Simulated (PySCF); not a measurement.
## Computed properties of C₃H₇FOSi, SMILES C[SiH2]O/C=C\F

C3H7FOSi, SMILES C[SiH2]O/C=C\F. Geometry optimised at B3LYP-D3(BJ)/def2-SVP. The structure was generated by enumeration; whether it is a known compound was not checked. The values are those of a single conformer. All values are computed for the isolated molecule unless a solvent is named; none is compared with measurement here.

**Structure.** All 33 harmonic modes at B3LYP-D3(BJ)/def2-SVP (PySCF) are real, so it is a minimum. With heavy atoms numbered as in [CH3:1][SiH2:2][O:3]/[CH:4]=[CH:5]\[F:6], the shortest bond between them is C4–C5 at 1.336 Å and the longest C1–Si2 at 1.865 Å.

**Vibrations.** The strongest infrared lines (harmonic, unscaled, degenerate partners summed) lie at 940 cm⁻¹ (381 km/mol, H 79 %, Si 14 %), 1187 cm⁻¹ (329 km/mol, H 33 %, O 31 %, C 26 %, F 9 %), 983 cm⁻¹ (171 km/mol, H 93 %). The softest mode is at 30 cm⁻¹ and the zero-point energy is 58.6 kcal/mol.

**Electronic structure.** CAM-B3LYP/def2-TZVP (PySCF) places the frontier levels at -8.03 and 1.35 eV, a gap of 9.38 eV, and gives a dipole moment of 2.11 D and a mean polarisability of 66.9 bohr³. PBE/def2-TZVP (PySCF) at the same geometry gives -5.40 and -0.48 eV, so its gap is 4.46 eV narrower. An orbital gap is neither the optical nor the fundamental gap.

**Excitations.** TDDFT-B3LYP/def2-SVPD (PySCF) has S1 at 5.59 eV (222 nm, f = 0.006, weak); the most intense of the 10 singlets computed lies at 6.87 eV (f = 0.17). T1 (TDA) is at 4.26 eV. TDDFT-PBE/def2-SVPD (PySCF) puts S1 at 5.00 eV. No vertical singlet excitation falls in the visible range (under 3.1 eV).

**NMR.** GIAO shifts at PBE0/pcSseg-1 (PySCF) (non-relativistic, atoms alike by connectivity averaged): ¹³C from -1.3 to 146.4 ppm against TMS; ¹H from 0.8 to 6.5 ppm against TMS; ²⁹Si at -3.1 ppm against TMS; ¹⁹F at -164.5 ppm against CFCl3.

**Solvation.** SMD-M06-2X/def2-SVP (PySCF) gives 0.1 kcal/mol in water, -3.2 kcal/mol in diethylether, -3.3 kcal/mol in methanol (1 M in both phases, gas-phase geometry); of these solvents methanol holds the molecule best.
